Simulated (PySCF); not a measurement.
Al(H)(Cl)(NH2) (AlClH3N), SMILES [NH2][AlH][Cl]. Coordinates come from a PBE0-D3(BJ)/def2-TZVP optimisation. The values are those of a single conformer.

These are PBE0-D3(BJ)/def2-TZVP (PySCF) values and carry that method's errors.

Harmonic wavenumbers (cm⁻¹): 181, 368, 410, 503, 508, 576, 735, 849, 1563, 1987, 3610, 3703. Rotational constants (GHz): 22.89, 3.636, 3.137; symmetry number 1.

**Question.** Work out the zero-point energy and the ideal-gas rigid-rotor harmonic-oscillator thermochemistry at 298.15 K and 1 atm.

**Answer.** ZPE = ½ Σ hcν = ½ × 14993 cm⁻¹ = 21.43 kcal/mol. H − E(el) = 25.07 kcal/mol. Entropy in cal/(mol K): translation 39.03, rotation 24.62, vibration 6.56, total 70.22. G − E(el) = 4.13 kcal/mol. Cp = 17.77 cal/(mol K).
